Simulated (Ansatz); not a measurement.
Relaxation of the cluster VTe₄ with UKS PBE-D4/def2-SVP.

```sh
$ ansatz run in.yaml --threads 4 --pin off --events-out ev --progress --plain --max-ram 4787MiB
```

```yaml
crystal:
  periodic: [false, false, false]
  atoms:
    - {symbol: V, position_ang: [0.629100, -0.530140, -1.144440]}
    - {symbol: Te, position_ang: [-0.593510, -0.692730, 1.709700]}
    - {symbol: Te, position_ang: [-0.647040, 1.731280, 0.543210]}
    - {symbol: Te, position_ang: [-1.237270, 1.007650, -1.996540]}
    - {symbol: Te, position_ang: [1.848730, -1.516060, 0.888070]}
basis:
  gaussian: {orbitals: def2-SVP}
magnetization: {spin_polarized: true, initial_magnetization: 1}
hamiltonian: {xc: pbe, dispersion: d4}
scf: {lower_state_search: "off"}
output: {orbitals: {seedname: orbitals}}
relax: {f_tol: 0.02, max_steps: 100}
```

Run time 48 s (4 threads of Arm Neoverse V2 on a shared host).

Positions (Å) and forces (eV/Å) at steps 1, 2, 3, 4, 5, 6, 7, 8, 9, 10, 11, 13 of 13:

```xyz
5
step=1 energy=-54853.2561 eV
V     0.629   -0.530   -1.144   -0.401    0.213    0.817
Te   -0.594   -0.693    1.710   -0.737   -0.697    0.254
Te   -0.647    1.731    0.543    0.398    1.101    0.392
Te   -1.237    1.008   -1.997   -0.552   -0.066   -1.380
Te    1.849   -1.516    0.888    1.292   -0.551   -0.084
5
step=2 energy=-54853.8614 eV
V     0.538   -0.478   -0.982   -0.893    0.801    1.559
Te   -0.653   -0.787    1.699    0.537   -0.344   -0.683
Te   -0.596    1.851    0.553    0.230   -0.390   -0.966
Te   -1.303    1.009   -2.160    0.218   -0.012    0.204
Te    2.014   -1.596    0.890   -0.091   -0.055   -0.114
5
step=3 energy=-54854.2488 eV
V     0.454   -0.401   -0.828   -0.466    0.481    0.835
Te   -0.638   -0.828    1.656    0.518   -0.346   -0.345
Te   -0.564    1.852    0.501    0.035   -0.230   -0.867
Te   -1.304    1.001   -2.202    0.198    0.084    0.384
Te    2.052   -1.623    0.872   -0.285    0.011   -0.006
5
step=4 energy=-54854.4125 eV
V     0.386   -0.307   -0.674    0.337   -0.226   -0.445
Te   -0.564   -0.879    1.626    0.120   -0.690    0.701
Te   -0.573    1.840    0.389   -0.347    0.842   -0.316
Te   -1.297    1.017   -2.211    0.024    0.170    0.022
Te    2.049   -1.672    0.870   -0.134   -0.096    0.038
5
step=5 energy=-54854.6559 eV
V     0.354   -0.252   -0.579    0.035   -0.002   -0.017
Te   -0.482   -1.003    1.731    0.316   -0.454    0.269
Te   -0.666    1.971    0.278   -0.202    0.380   -0.343
Te   -1.267    1.051   -2.272    0.179    0.023    0.147
Te    2.060   -1.767    0.842   -0.328    0.052   -0.057
5
step=6 energy=-54854.8742 eV
V     0.295   -0.195   -0.469   -0.172    0.155    0.308
Te   -0.393   -1.153    1.819   -0.029   -0.273    0.194
Te   -0.724    2.098    0.155   -0.008    0.294   -0.097
Te   -1.222    1.065   -2.310    0.101   -0.116   -0.190
Te    2.043   -1.815    0.805    0.107   -0.059   -0.214
5
step=7 energy=-54855.0374 eV
V     0.206   -0.120   -0.308   -0.059    0.021    0.074
Te   -0.345   -1.326    1.897   -0.099   -0.052    0.157
Te   -0.746    2.250    0.040   -0.036    0.130    0.020
Te   -1.172    1.043   -2.365    0.241   -0.210    0.064
Te    2.056   -1.848    0.736   -0.047    0.110   -0.315
5
step=8 energy=-54855.0885 eV
V     0.109   -0.058   -0.149   -0.076    0.052    0.026
Te   -0.329   -1.449    2.027    0.538    0.045   -0.451
Te   -0.799    2.402   -0.006    0.006   -0.534   -0.526
Te   -1.013    0.952   -2.416    0.309    0.111    0.844
Te    2.033   -1.846    0.544   -0.776    0.326    0.106
5
step=9 energy=-54855.2016 eV
V     0.065   -0.010   -0.056   -0.022    0.003   -0.003
Te   -0.214   -1.451    2.116    0.105    0.058   -0.214
Te   -0.930    2.422   -0.072    0.090   -0.218   -0.087
Te   -0.828    0.913   -2.382    0.089   -0.054    0.294
Te    1.907   -1.874    0.395   -0.262    0.210    0.010
5
step=10 energy=-54855.1979 eV rejected
V    -0.002   -0.006   -0.007   -0.014   -0.014   -0.026
Te   -0.280   -1.586    2.038    0.051    0.020    0.085
Te   -0.747    2.474   -0.128   -0.109    0.054    0.000
Te   -0.910    0.801   -2.311    0.072    0.045   -0.031
Te    1.939   -1.683    0.408   -0.001   -0.105   -0.028
5
step=11 energy=-54855.2196 eV
V     0.049   -0.003   -0.036   -0.065    0.026    0.053
Te   -0.199   -1.422    2.126    0.024   -0.038   -0.032
Te   -0.943    2.393   -0.064    0.006    0.057   -0.030
Te   -0.759    0.864   -2.351   -0.023    0.007   -0.028
Te    1.852   -1.832    0.325    0.058   -0.052    0.037
5
step=13 energy=-54855.2247 eV
V     0.024    0.006   -0.008   -0.004    0.001    0.003
Te   -0.208   -1.484    2.112    0.004   -0.007    0.006
Te   -0.903    2.437   -0.097    0.000   -0.001   -0.009
Te   -0.784    0.842   -2.340    0.004    0.004    0.004
Te    1.872   -1.801    0.334   -0.004    0.003   -0.004
```

In the def2 sets Te takes a core potential; there is no spin–orbit coupling. The charge 0 doublet is spin-contaminated (final ⟨S²⟩ up to 1.47, 0.75 for a pure state). The structure comes from a short search, and lower isomers may exist.
